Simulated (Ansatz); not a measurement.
`Sc1ccc(Sc2ccccc2)cc1`. The state is a triplet with charge 0. Geometry PBE-D4/def2-SVP, that of the neutral singlet; atoms count from 1.

```xyz
24

S    -0.5537   -4.1323   -3.1698
C    -0.5330   -3.0353   -1.7753
C    -1.0959   -1.7400   -1.8014
C    -1.0545   -0.9243   -0.6668
C    -0.4207   -1.3696    0.5115
S    -0.4077   -0.3997    2.0063
C     0.1310    1.2077    1.4496
C    -0.3417    2.3298    2.1618
C     0.0984    3.6160    1.8174
C     0.9928    3.7988    0.7508
C     1.4566    2.6801    0.0382
C     1.0418    1.3878    0.3881
C     0.1508   -2.6571    0.5353
C     0.0859   -3.4868   -0.5906
H    -1.2093   -3.2902   -4.0153
H    -1.5879   -1.3696   -2.7141
H    -1.5140    0.0749   -0.6968
H    -1.0630    2.1884    2.9816
H    -0.2759    4.4849    2.3811
H     1.3265    4.8101    0.4736
H     2.1633    2.8116   -0.7961
H     1.4209    0.5153   -0.1644
H     0.6555   -3.0087    1.4478
H     0.5339   -4.4917   -0.5526
```

At PBE0-D4/def2-TZVP a singlet of charge 0 lies 3.31 eV below the triplet at the same geometry.

**Question.** Estimate the Mulliken populations from the PBE0/def2-TZVP orbitals of Ansatz.

**Answer.** 
```
atom  charge (e)  spin (α − β)
  S1       -0.12          0.20
  C2        0.16          0.51
  C3       -0.18         -0.15
  C4       -0.28          0.40
  C5        0.12          0.49
  S6        0.00          0.22
  C7        0.12          0.02
  C8       -0.20          0.03
  C9       -0.12         -0.01
 C10       -0.12          0.05
 C11       -0.12         -0.03
 C12       -0.17          0.06
 C13       -0.20         -0.11
 C14       -0.21          0.36
 H15        0.16         -0.01
 H16        0.11          0.01
 H17        0.14         -0.03
 H18        0.12          0.01
 H19        0.12          0.00
 H20        0.12          0.00
 H21        0.13          0.00
 H22        0.16          0.00
 H23        0.12          0.00
 H24        0.12         -0.02
```
Mulliken values depend strongly on the basis.

**Question.** Where does the spin sit?

**Answer.** Summed by element: S 0.42, C 1.63, H -0.05, of 2 unpaired in all. Largest on single atoms: C2 0.51, C5 0.49, C4 0.40.

**Question.** And the Mayer bond orders between heavy atoms (over 0.3)?

**Answer.** S1–C2 1.15 (1.77 Å); C2–C3 1.21 (1.41 Å); C2–C14 0.99 (1.41 Å); C3–C4 1.60 (1.40 Å); C4–C5 0.98 (1.41 Å); C5–S6 1.16 (1.78 Å); C5–C13 1.21 (1.41 Å); S6–C7 1.02 (1.78 Å); C7–C8 1.34 (1.41 Å); C7–C12 1.33 (1.41 Å); C8–C9 1.45 (1.40 Å); C9–C10 1.40 (1.40 Å); C10–C11 1.41 (1.41 Å); C11–C12 1.42 (1.40 Å); C13–C14 1.65 (1.40 Å).
